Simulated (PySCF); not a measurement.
Geometry:
```tsv
atom	x (Å)	y (Å)	z (Å)
C1	3.520	0.053	0.074
C2	2.279	-0.285	0.428
C3	1.114	0.638	0.407
F4	1.512	1.946	0.166
Si5	-0.161	0.184	-0.949
C6	-1.004	-1.474	-0.566
C7	-2.317	-1.017	0.018
C8	-2.659	0.278	-0.071
C9	-1.719	1.242	-0.749
H10	4.333	-0.676	0.096
H11	3.753	1.074	-0.237
H12	2.053	-1.310	0.745
H13	0.598	0.613	1.387
H14	0.527	0.278	-2.269
H15	-1.161	-2.081	-1.477
H16	-0.439	-2.118	0.129
H17	-2.986	-1.743	0.494
H18	-3.614	0.635	0.330
H19	-2.124	1.592	-1.715
H20	-1.539	2.149	-0.147
```

Geometry: PBE0-D3(BJ)/def2-SVP; GIAO shifts from PySCF 2.14.0 with density-fitted response routines, gas phase, non-relativistic, averaged over equivalent atoms.

At wB97X-D/pcSseg-1 (215 basis functions, 90 s wall time on 1 thread of an Arm Neoverse V1, shared host):
```json
{"atoms": "C2", "δ (ppm)": "143.4"}
{"atoms": "C8", "δ (ppm)": "141.9"}
{"atoms": "C7", "δ (ppm)": "140.8"}
{"atoms": "C1", "δ (ppm)": "119.0"}
{"atoms": "C3", "δ (ppm)": "89.2"}
{"atoms": "C9", "δ (ppm)": "15.1"}
{"atoms": "C6", "δ (ppm)": "14.3"}
{"atoms": "F4", "δ (ppm)": "-250.8"}
{"atoms": "Si5", "δ (ppm)": "4.8"}
{"atoms": "H18", "δ (ppm)": "6.14"}
{"atoms": "H17", "δ (ppm)": "6.06"}
{"atoms": "H12", "δ (ppm)": "6.03"}
{"atoms": "H11", "δ (ppm)": "5.73"}
{"atoms": "H10", "δ (ppm)": "5.43"}
{"atoms": "H13", "δ (ppm)": "4.85"}
{"atoms": "H14", "δ (ppm)": "4.36"}
{"atoms": "H20", "δ (ppm)": "1.68"}
{"atoms": "H19", "δ (ppm)": "1.61"}
{"atoms": "H15", "δ (ppm)": "1.54"}
{"atoms": "H16", "δ (ppm)": "1.22"}
```

δ = σ(ref) − σ, references computed at the same level: $^{13}$C (σref 184.54) and $^{29}$Si (σref 352.93) and $^{1}$H (σref 31.38) against TMS; $^{19}$F (σref 187.16) vs CFCl3.

Predict the values at PBE0/pcSseg-1 on the same geometry.

Answers


| atoms | δ at PBE0/pcSseg-1 | change |
| --- | --- | --- |
| C2 | 142.7 | -0.7 |
| C8 | 141.2 | -0.7 |
| C7 | 140.3 | -0.5 |
| C1 | 117.6 | -1.4 |
| C3 | 90.4 | +1.2 |
| C9 | 16.3 | +1.2 |
| C6 | 15.5 | +1.2 |
| F4 | -255.0 | -4.2 |
| Si5 | 2.9 | -1.9 |
| H18 | 6.18 | +0.04 |
| H17 | 6.10 | +0.04 |
| H12 | 6.06 | +0.03 |
| H11 | 5.68 | -0.05 |
| H10 | 5.41 | -0.02 |
| H13 | 4.93 | +0.08 |
| H14 | 4.37 | +0.01 |
| H20 | 1.78 | +0.10 |
| H19 | 1.72 | +0.11 |
| H15 | 1.65 | +0.11 |
| H16 | 1.32 | +0.10 |

Scale: $^{13}$C (184.41 ppm), $^{29}$Si (351.99 ppm), $^{1}$H (31.27 ppm) against TMS; $^{19}$F (177.25 ppm) against CFCl3 (reference shieldings calculated alike).

The largest change is at F4 (fluorine on an sp3 carbon). Cost: 215 basis functions, 70 s wall time on 1 thread of an Arm Neoverse V1, shared host. The order of the carbon signals is the same at both levels.

Unscaled 19F shifts against computed CFCl3 carry errors that often reach 10 to 50 ppm.
